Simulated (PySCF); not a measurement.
# Magnetic susceptibility: `F[C@H]1C[SiH2]CCO1`, C$_{4}$H$_{9}$FOSi

Molfile (atoms numbered from 1):
```
C4H9FOSi
     RDKit          3D

 16 16  0  0  0  0  0  0  0  0999 V2000
   -0.8620    0.7934   -1.8681 F   0  0  0  0  0  0  0  0  0  0  0  0
   -0.9500    1.1345   -0.5217 C   0  0  1  0  0  0  0  0  0  0  0  0
   -1.5325   -0.0543    0.2309 C   0  0  0  0  0  0  0  0  0  0  0  0
   -0.2709   -1.4804    0.2657 Si  0  0  0  0  0  4  0  0  0  0  0  0
    1.3341   -0.5269    0.6299 C   0  0  0  0  0  0  0  0  0  0  0  0
    1.3790    0.7167   -0.2550 C   0  0  0  0  0  0  0  0  0  0  0  0
    0.2692    1.5910   -0.0793 O   0  0  0  0  0  0  0  0  0  0  0  0
   -1.6202    2.0072   -0.4839 H   0  0  0  0  0  0  0  0  0  0  0  0
   -2.4682   -0.3303   -0.2516 H   0  0  0  0  0  0  0  0  0  0  0  0
   -1.7681    0.2829    1.2395 H   0  0  0  0  0  0  0  0  0  0  0  0
   -0.6046   -2.4242    1.3347 H   0  0  0  0  0  0  0  0  0  0  0  0
   -0.2012   -2.1338   -1.0434 H   0  0  0  0  0  0  0  0  0  0  0  0
    1.3700   -0.2160    1.6749 H   0  0  0  0  0  0  0  0  0  0  0  0
    2.2278   -1.1183    0.4377 H   0  0  0  0  0  0  0  0  0  0  0  0
    2.2417    1.3425   -0.0118 H   0  0  0  0  0  0  0  0  0  0  0  0
    1.4482    0.4250   -1.3099 H   0  0  0  0  0  0  0  0  0  0  0  0
  1  2  1  0
  2  3  1  0
  3  4  1  0
  4  5  1  0
  5  6  1  0
  6  7  1  0
  7  2  1  0
  2  8  1  6
  3  9  1  0
  3 10  1  0
  4 11  1  0
  4 12  1  0
  5 13  1  0
  5 14  1  0
  6 15  1  0
  6 16  1  0
M  END
```

Method: GIAO wB97X-D/pcSseg-1 magnetisability, rotational g tensor and spin-rotation constants, non-relativistic, gas phase (PySCF). Geometry: GFN2-xTB.

(1) How diamagnetic is it, and how anisotropic?

(2) Split it along the inertial axes a, b, c into diamagnetic and paramagnetic parts about the centre of mass, with the quadrupole moment.

(3) And the rotational g tensor?

Results:

(1) Isotropic -1181 × 10⁻³⁰ J/T², or -71.1 × 10⁻⁶ cm³/mol; principal values -1224, -1204, -1115 × 10⁻³⁰ J/T², anisotropy 100 × 10⁻³⁰ J/T² (root of half the summed squared differences of the principal values). The susceptibility is in cgs units.

(2) 
| axis | χ (10⁻⁶ cm³/mol) | diamagnetic (10⁻⁶ cm³/mol) | paramagnetic (10⁻⁶ cm³/mol) | summed x² of all electrons (Å²) | quadrupole Θ (D Å) |
| --- | --- | --- | --- | --- | --- |
| a | -73.3 | -523.3 | 449.9 | 114.7 | -3.05 |
| b | -71.6 | -643.2 | 571.6 | 86.4 | +3.70 |
| c | -68.3 | -853.3 | 784.9 | 36.9 | -0.66 |

Anisotropies 2χaa − χbb − χcc = -6.7 and 2χbb − χaa − χcc = -1.6 × 10⁻⁶ cm³/mol. Θ is traceless in Buckingham's convention.

(3) 
| axis | rotational constant (GHz) | g | nuclear part | electronic part |
| --- | --- | --- | --- | --- |
| a | 2.9354 | -0.0190 | 0.6014 | -0.6205 |
| b | 2.1756 | -0.0199 | 0.5643 | -0.5842 |
| c | 1.5848 | -0.0151 | 0.5693 | -0.5844 |

Asymmetric top; isotopes 12C, 19F, 1H, 16O, 28Si; no vibrational averaging.
